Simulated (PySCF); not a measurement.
# From a computed spectrum to the compound

A species of 13 atoms with charge 3 has these harmonic modes (B3LYP, small Gaussian bases with core potentials, PySCF 2.14.0):

| cm⁻¹ | km/mol | symmetry |
| --- | --- | --- |
| 37 | 0.1 | e |
| 37 | 0.1 | e |
| 37 | 0.6 | a |
| 50 | 7.2 | a |
| 71 | 3.3 | e |
| 71 | 3.3 | e |
| 333 | 0.5 | a |
| 339 | 12.4 | e |
| 339 | 12.4 | e |
| 606 | 0.4 | a |
| 619 | 27.8 | e |
| 619 | 27.8 | e |
| 643 | 156.7 | a |
| 645 | 64.2 | e |
| 645 | 64.2 | e |
| 1391 | 148.7 | e |
| 1391 | 148.7 | e |
| 1395 | 23.1 | a |
| 1609 | 64.3 | a |
| 1610 | 47.1 | e |
| 1610 | 47.1 | e |
| 1612 | 26.5 | e |
| 1612 | 26.5 | e |
| 1613 | 65.0 | a |
| 3324 | 298.6 | e |
| 3324 | 298.6 | e |
| 3331 | 15.9 | a |
| 3387 | 18.6 | e |
| 3387 | 18.6 | e |
| 3388 | 378.0 | a |
| 3394 | 4.6 | a |
| 3396 | 188.6 | e |
| 3396 | 188.6 | e |

Which species is it, and in which structure?

[La(NH3)3]3+ (singlet):
```xyz
13

La    0.0000    0.0000    0.2178
N     2.4555   -0.0004   -0.5699
H     3.1394   -0.2585    0.1668
H     2.6907   -0.6514   -1.3422
H     2.8175    0.9087   -0.9126
N    -1.2274    2.1267   -0.5699
H    -1.3458    2.8481    0.1668
H    -0.7812    2.6560   -1.3422
H    -2.1957    1.9857   -0.9126
N    -1.2281   -2.1263   -0.5699
H    -1.7936   -2.5896    0.1668
H    -1.9095   -2.0045   -1.3422
H    -0.6218   -2.8944   -0.9126
```
Ideal gas at 298.15 K and 1 bar: S = 430.4 J/(mol K), Cp = 130.0 J/(mol K), H − H(0 K) = 28.4 kJ/mol (rigid rotor, harmonic modes, spin degeneracy alone; the modes under 60 cm⁻¹ make these uncertain). 
 Other answers can fit too; this one was computed.
